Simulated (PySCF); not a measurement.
**Cr⁺: excitation energy**

Cr⁺ [Ar] 3d5 (6S) → Cr⁺ [Ar] 3d4 4p1 (high-spin determinant), as a difference of total energies. Calculation: PySCF 2.14, in x2c-TZVPPall (6s5p4d2f1g, 64 functions); scalar relativity by spin-free X2C-1e. Correlated levels: valence and next inner shell: [Ne] frozen. The calculations carry no spin-orbit coupling.

```json
{"method": "UHF", "excitation energy (eV)": "4.882"}
{"method": "MP2 (valence and next inner shell)", "excitation energy (eV)": "6.130"}
{"method": "SCS-MP2 (valence and next inner shell)", "excitation energy (eV)": "5.609"}
{"method": "CCSD (valence and next inner shell)", "excitation energy (eV)": "5.748"}
{"method": "CCSD(T) (valence and next inner shell)", "excitation energy (eV)": "5.775"}
```

Q: How much does correlation contribute at CCSD(T) (valence and next inner shell)?

A: 5.775 − (4.882) = 0.893 eV, measured against UHF.

A first-order spin-orbit estimate (lowest level to lowest level, LS coupling) adds -0.061 eV.

The basis was made for the ground configuration and has no added diffuse functions, so the excitation energy can come out too high.

The determinant of the upper state mixes LS terms, which raises its energy above the lowest term, most at the Hartree-Fock and MP2 levels.
